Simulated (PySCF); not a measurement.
# Stationary points of TcO3Cl

Method: PBE0/[Tc def2-SVP with ECP28, O def2-SVP, Cl def2-SVP], scalar-relativistic core potentials, density fitting, no spin–orbit coupling, PySCF.

Relaxations began from a few typed shapes. The search is not exhaustive: other isomers or separated fragments can lie lower, and high-lying points may rest on an excited occupation.

(1) Which is the lowest minimum found?
A. singlet C2v: Tc–Cl 2.817 Å, Tc–O 1.655 Å, Tc–O 1.682 Å (×2); Cl–Tc–O 68.0° (×2), Cl–Tc–O 180.0°, O–Tc–O 112.0° (×2), O–Tc–O 136.0°
B. singlet C3v: Tc–Cl 2.234 Å, Tc–O 1.659 Å (×3); Cl–Tc–O 109.2° (×3), O–Tc–O 109.7° (×3)
C. singlet C3v: Tc–Cl 2.234 Å, Tc–O 1.659 Å (×3); Cl–Tc–O 109.2° (×3), O–Tc–O 109.8° (×3)

Results:

(1) B. The others lie at 0.4 (singlet C3v), 478.1 (singlet C2v, a saddle point) kJ/mol above it.

Formally Tc is in oxidation state +7, d0. The polar-tensor charge on Tc, 2.09, is far below the formal one.

For the lowest minimum: stability towards spin polarisation was not tested.
